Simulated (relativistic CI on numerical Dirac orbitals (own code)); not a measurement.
**Hyperfine structure of Te XXXI, mass number 125**

Computed by Dirac-Coulomb-Breit CI, KLI orbitals optimised for each configuration, model QED (radiative potential, 1s self-energy scaled to tabulated hydrogen-like ionisation energies), unscaled Slater integrals (own radial code, finite nucleus).

Configuration list (outside the closed core [Ne]): 3s²3p⁶3d⁴, 3s²3p⁵3d⁵, 3s3p⁶3d⁵, 3s²3p⁶3d³4s, 3s²3p⁶3d³4p, 3s²3p⁶3d³4d, 3s²3p⁵3d⁴4s, 3s²3p⁶3d³4f, 3s3p⁶3d⁴4s, 3s²3p⁶3d²4s4p, 3s²3p⁶3d³5s, 3p⁶3d⁶, 3p⁵3d⁷, 3p⁵3d⁶4s, 3s²3p⁶3d²4s², 3s²3p⁶3d4s²4p, 3s²3p⁶3d4s²4d, 3p⁶3d⁵4s, 3p⁵3d⁵4s². Double excitations out of closed p, d and f shells are left out; levels of such configurations are missing from the list, as are those of other unlisted configurations, and high levels can miss mixing partners.

Nuclear spin I = 1/2, μ = -0.887 μN (tables of Stone and Pyykkö). The electronic factors are computed for point nuclear moments, without core polarisation or the Bohr-Weisskopf and QED corrections.

| Level | E (cm⁻¹) | A (MHz) |
| --- | --- | --- |
| 3s²3p⁶3d⁴ ⁵D1 | 58905.5 | -1589 |
| 3s²3p⁶3d⁴ ⁵D2 | 97809.2 | -12930 |
| 3s²3p⁶3d⁴ ⁵D3 | 120706.2 | -20280 |
| 3s²3p⁶3d⁴ ³G3 | 207320.1 | -27690 |
| 3s²3p⁶3d⁴ ³F2 | 211024.9 | -23880 |
| 3s²3p⁶3d⁴ ³H5 | 221210.6 | -27670 |
| 3s²3p⁶3d⁴ ³P1 | 230651.4 | -25500 |
| 3s²3p⁶3d⁴ ³H6 | 235423.3 | -28770 |

Levels with J = 0, under 50 % of one LS term, or S terms without an open s electron are left out. Small factors come from cancelling terms and can be off by tens of per cent or more.

At this charge energies of transitions that change n are usually good to better than 1 %, and those within a shell (Δn = 0) to a few per cent. Terms inside the open d or f shell come out 10 to 20 % too wide with unscaled integrals.

Problem. Give the hyperfine levels of 3s²3p⁶3d⁴ ⁵D2 relative to its centre of gravity.

Solution. With K = F(F + 1) − I(I + 1) − J(J + 1), E = AK/2: F = 3/2: 19390, F = 5/2: -12930 MHz.

LS names give the leading component of a level, which can be under half, so a name can repeat, a term be missing and a line seem to break the LS rules.
